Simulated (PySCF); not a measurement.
Two species compared at the same levels of theory.

First species: C6H14SSi.
SMILES: `C=C(SC)[Si](C)(C)C`

Second species: C₃H₇ClOSi.
SMILES: `[SiH3]O/C=C\CCl`

Levels: PBE0/pcSseg-1 for dipole moment, HOMO energy, LUMO energy and HOMO–LUMO gap; GFN2-xTB for rotational constant A and rotational constant C. Geometries: GFN2-xTB. Each species is one conformer at its optimised geometry, gas phase, non-relativistic unless stated. Electronic properties by PySCF.

The conformers computed, where there is a choice (atom-mapped SMILES and torsion angles):
- `[CH2:1]=[C:2]([S:3][CH3:4])[Si:5]([CH3:6])([CH3:7])[CH3:8]`: C1–C2–S3–C4 2°, C1–C2–Si5–C6 -116°
- `[SiH3:1][O:2]/[CH:3]=[CH:4]\[CH2:5][Cl:6]`: Si1–O2–C3–C4 -179°, C3–C4–C5–Cl6 -119°

Values for the first species:

| Property | Result |
| --- | --- |
| Dipole moment | 0.92 D |
| HOMO energy | -6.14 eV |
| LUMO energy | 0.09 eV |
| HOMO–LUMO gap | 6.23 eV |
| Rotational constant A | 2.127 GHz |
| Rotational constant C | 0.780 GHz |

Estimate the same properties for the second species, and the change in each.

```csv
property,first,second,second less first
dipole moment,0.92 D,3.23 D,+2.31 D
HOMO energy,-6.14 eV,-7.01 eV,-0.87 eV
LUMO energy,0.09 eV,-0.14 eV,-0.23 eV
HOMO–LUMO gap,6.23 eV,6.87 eV,+0.64 eV
rotational constant A,2.127 GHz,7.003 GHz,+4.876 GHz
rotational constant C,0.780 GHz,0.755 GHz,-0.025 GHz
```

On the first: The dipole equals about 3.1 × 10⁻³⁰ C·m (1 D = 3.33564 × 10⁻³⁰ C·m).

On the second: In atomic units the dipole is 1.27 e·bohr (1 au = 2.5417 D). A dipole of 3.23 D is allowed in C1, and pure rotational transitions are dipole-allowed.
